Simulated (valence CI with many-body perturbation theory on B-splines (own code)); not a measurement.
## I³⁹⁺: calculated level list

Method: valence CI with perturbative core correlation (CI+MBPT): four valence electrons over a frozen Dirac-Fock core [Ne], a basis of 11 s, 11 p, 10 d, 8 f, 5 g, 2 h functions for each j, with the one-electron correlation potential Σ1 (screened to all orders), the two-electron term Σ2, the three-electron term Σ3, Breit, model QED; selected single and double excitations, second order for the rest, scaled by the run's own slope (own B-spline code, finite nucleus).

No measured spectrum was set against this ion. As an estimate, large intervals hold to a few tenths of a per cent, small ones and those within an open d or f shell to about a per cent. Among the levels kept, up to 720 cm⁻¹ of a level comes from second order outside the variational space, and about a tenth of that is noise between levels of different J, which matters for small intervals.

Levels 46 to 90 of 171, with energies above the lowest level, (3s^2 3p1/2^2) J=0. "Leading %" is the weight of the configuration and term that name the level; weights of strongly mixed levels are sums over their largest components and can fall short. In the jj column 3d3/2^4 stands for four electrons in 3d with j = 3/2.

```csv
No.,Configuration,Term,J,E (eV),Leading %,g,Second component,Leading jj
46,3s 3p2 3d,3P,1,399.90,32,1.463,17 % 3s 3p2 3d 5P,3s 3p1/2 3p3/2 3d5/2 (68 %)
47,3s 3p2 3d,3G,3,403.38,56,0.888,23 % 3s 3p2 3d 1F,3s 3p1/2 3p3/2 3d3/2 (95 %)
48,3s 3p2 3d,5D,3,405.55,32,1.264,30 % 3s 3p2 3d 3F,3s 3p1/2 3p3/2 3d5/2 (77 %)
49,3s 3p2 3d,3D,1,408.05,48,0.826,13 % 3s 3p2 3d 3P,3s 3p1/2 3p3/2 3d3/2 (72 %)
50,3s 3p2 3d,1D,2,412.74,26,1.236,16 % 3p4 3P,3s 3p1/2 3p3/2 3d5/2 (65 %)
51,3s 3p2 3d,1G,4,414.59,47,1.146,28 % 3s 3p2 3d 3F,3s 3p1/2 3p3/2 3d5/2 (72 %)
52,3s 3p2 3d,3D,3,416.11,54,1.227,28 % 3s 3p2 3d 3F,3s 3p1/2 3p3/2 3d5/2 (65 %)
53,3s 3p2 3d,3D,1,418.55,52,0.913,18 % 3s 3p2 3d 3P,3s 3p1/2 3p3/2 3d3/2 (84 %)
54,3s 3p2 3d,3P,0,420.38,78,,16 % 3s2 3d2 3P,3s 3p1/2 3p3/2 3d3/2 (56 %)
55,3s 3p2 3d,3G,4,422.95,51,1.118,32 % 3s 3p2 3d 3F,3s 3p1/2 3p3/2 3d5/2 (87 %)
56,3s 3p2 3d,3D,3,423.02,32,1.146,17 % 3s 3p2 3d 1F,3s 3p1/2 3p3/2 3d5/2 (85 %)
57,3s 3p2 3d,3F,2,424.47,37,0.903,10 % 3s 3p2 3d 1D,3s 3p1/2 3p3/2 3d3/2 (71 %)
58,3s 3p2 3d,3D,1,425.07,63,0.720,14 % 3s 3p2 3d 1P,3s 3p1/2 3p3/2 3d5/2 (86 %)
59,3s 3p2 3d,3P,1,433.33,37,1.435,26 % 3s 3p2 3d 3S,3s 3p1/2 3p3/2 3d5/2 (85 %)
60,3s 3p2 3d,3F,3,434.67,36,1.100,28 % 3s 3p2 3d 1F,3s 3p1/2 3p3/2 3d5/2 (78 %)
61,3s 3p2 3d,3D,2,434.78,31,1.168,14 % 3s 3p2 3d 3P,3s 3p1/2 3p3/2 3d5/2 (76 %)
62,3s 3p2 3d,3P,0,436.78,44,,25 % 3s 3p2 3d 1S,3s 3p1/2 3p3/2 3d5/2 (50 %)
63,3s 3p2 3d,3D,2,440.70,40,1.169,21 % 3s 3p2 3d 3P,3s 3p1/2 3p3/2 3d5/2 (76 %)
64,3p4,1D,2,449.11,35,1.088,25 % 3s 3p2 3d 3D,3p1/2 3p3/2^3 (39 %)
65,3p4,3P,1,455.04,57,1.275,21 % 3s 3p2 3d 1P,3p1/2 3p3/2^3 (57 %)
66,3s2 3d2,3F,4,455.13,29,1.317,28 % 3s 3p2 3d 5D,3s 3p3/2^2 3d5/2 (51 %)
67,3s2 3d2,3F,3,456.95,28,1.260,23 % 3s 3p2 3d 3D,3s 3p3/2^2 3d3/2 (51 %)
68,3s2 3d2,3F,2,458.37,42,0.999,10 % 3s 3p2 3d 3D,3s^2 3d3/2^2 (29 %)
69,3s 3p2 3d,5P,1,458.50,24,1.627,19 % 3s2 3d2 3P,3s 3p3/2^2 3d3/2 (64 %)
70,3s2 3d2,1D,2,458.98,16,1.200,15 % 3s2 3d2 3F,3s 3p3/2^2 3d3/2 (38 %)
71,3s2 3d2,3P,0,467.02,30,,30 % 3s 3p2 3d 3P,3s 3p3/2^2 3d5/2 (38 %)
72,3s 3p2 3d,3F,4,467.36,48,1.142,32 % 3s2 3d2 1G,3s 3p3/2^2 3d3/2 (35 %)
73,3s 3p2 3d,3G,5,468.89,58,1.279,42 % 3s 3p2 3d 5F,3s 3p3/2^2 3d5/2 (94 %)
74,3s 3p2 3d,3P,0,473.89,26,,23 % 3s2 3d2 3P,3s^2 3d3/2^2 (44 %)
75,3s2 3d2,3F,3,477.07,51,1.183,14 % 3s 3p2 3d 3F,3s^2 3d3/2 3d5/2 (51 %)
76,3s2 3d2,1D,2,481.54,45,1.150,11 % 3s 3p2 3d 3D,3s^2 3d5/2^2 (54 %)
77,3s2 3d2,3P,2,482.43,34,1.253,16 % 3s 3p2 3d 3P,3s^2 3d3/2 3d5/2 (46 %)
78,3s2 3d2,3P,1,483.92,29,1.055,17 % 3s 3p2 3d 3D,3s 3p3/2^2 3d3/2 (45 %)
79,3s 3p2 3d,3F,4,486.28,35,1.156,24 % 3s2 3d2 1G,3s^2 3d3/2 3d5/2 (35 %)
80,3s 3p2 3d,3S,1,489.49,30,1.679,14 % 3s2 3d2 3P,3s 3p3/2^2 3d5/2 (54 %)
81,3s 3p2 3d,3D,3,490.24,41,1.156,29 % 3s 3p2 3d 1F,3s 3p3/2^2 3d5/2 (79 %)
82,3s 3p2 3d,3D,1,494.67,28,1.046,17 % 3s2 3d2 3P,3s 3p3/2^2 3d3/2 (44 %)
83,3s 3p2 3d,3P,0,495.05,61,,15 % 3s2 3d2 3P,3s 3p3/2^2 3d3/2 (66 %)
84,3s2 3d2,3F,4,495.91,49,1.223,31 % 3s 3p2 3d 3F,3s^2 3d5/2^2 (61 %)
85,3p3 3d,3F°,2,498.27,22,0.955,14 % 3p3 3d 3D°,3p1/2^2 3p3/2 3d3/2 (78 %)
86,3s 3p2 3d,3F,3,498.67,40,1.140,30 % 3s 3p2 3d 3D,3s 3p3/2^2 3d3/2 (51 %)
87,3s 3p2 3d,3D,2,498.70,50,1.146,10 % 3s2 3d2 3P,3s 3p3/2^2 3d3/2 (71 %)
88,3s 3p2 3d,3D,1,501.27,57,0.836,12 % 3s 3p2 3d 3P,3s 3p3/2^2 3d3/2 (81 %)
89,3s 3p2 3d,3D,3,503.84,68,1.248,10 % 3s 3p2 3d 1F,3s 3p3/2^2 3d5/2 (70 %)
90,3p3 3d,3P°,0,505.10,47,,27 % 3p3 3d 5D°,3p1/2^2 3p3/2 3d3/2 (84 %)
```

Where two levels of one J and parity lie close, their mixing, g and order are uncertain.
